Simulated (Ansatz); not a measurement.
Ideal-gas functions of C$_{2}$H$_{3}$ClGe, SMILES `[Cl][GeH]1[CH]=[CH]1` at 298.15 K and 1 bar, from an Ansatz frequency run at PBE0-D4/def2-TZVP.

Molar mass 135.11 g/mol, point group Cs (symmetry number 1), electronic degeneracy 1, moments of inertia 48.354, 205.313, 223.864 u Å². Harmonic wavenumbers (cm⁻¹, unscaled): 172, 208, 418, 478, 635, 661, 663, 732, 943, 968, 1115, 1547, 2209, 3182, 3208.

Use S(trans) = R[1.5 ln M + 2.5 ln T − 1.1517]; rotational temperatures θ = 24.2544 K / I; S(rot) = R[ln(√π/σ · √(T³/θAθBθC)) + 1.5]; for each mode x = 1.438777 ν̃/T, S = R[x/(eˣ − 1) − ln(1 − e⁻ˣ)] and H = RT x/(eˣ − 1); 1 cm⁻¹ = 0.0119627 kJ/mol; R = 8.31446 J/(mol·K).

Problem. By hand: the entropy, in J/(mol·K).

Solution. Translation 170.0. Rotation: θ = 0.5016, 0.1181, 0.1083 K, giving 109.3. Vibration, mode by mode: 10.10, 8.62, 3.76, 2.99, 1.65, 1.49, 1.48, 1.13, 0.49, 0.45, 0.25, 0.04, 0.00, 0.00, 0.00, in all 32.4. Electronic 0.0. Sum 311.7 J/(mol·K).

Problem. By hand: H − E and G − E in kJ/mol, counted from the electronic energy.

Solution. Zero-point energy ½ × 17139 × 0.0119627 = 102.5; thermal vibration 6.0; translation, rotation and pV give 4 RT = 9.9. H − E = 118.4 kJ/mol, and G − E = 118.4 − 298.15 × 311.7/1000 = 25.5 kJ/mol.

Vibration gives 10 % of the entropy.
